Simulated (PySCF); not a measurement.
Working out the ionisation energy of Si²⁺

Si²⁺ [Ne] 3s2 (1S) → Si³⁺ [Ne] 3s1 (2S). Computed with PySCF 2.14 in x2c-QZVPPall with one added diffuse shell each of s, p, d, f type (10s7p5d3f1g, 86 functions), with scalar relativity by spin-free X2C-1e. Frozen: 1s2. Energies in hartree (1 hartree = 27.21139 eV):

| part | Si²⁺ (lower) | Si³⁺ (upper) |
| --- | --- | --- |
| UHF | -288.601186 | -287.424495 |
| CCSD correlation | -0.224725 | -0.174001 |
| (T) | -0.002373 | -0.001004 |

Task: What does Hartree-Fock give?

Result: (-287.424495) − (-288.601186) = 1.176691 hartree = 32.019 eV.

Task: What do CCSD and CCSD(T) give?

Result: The CCSD correlation energies differ by 0.050724 hartree = 1.380 eV and the triples by 0.001369 hartree = 0.037 eV, so CCSD gives 33.399 eV and CCSD(T) 33.436 eV.

Measured between the centres of the two terms (NIST): 33.493 eV, so CCSD(T) (valence and next inner shell) is off by -0.057 eV.

What remains against the reference includes basis incompleteness, the frozen core and higher excitations.
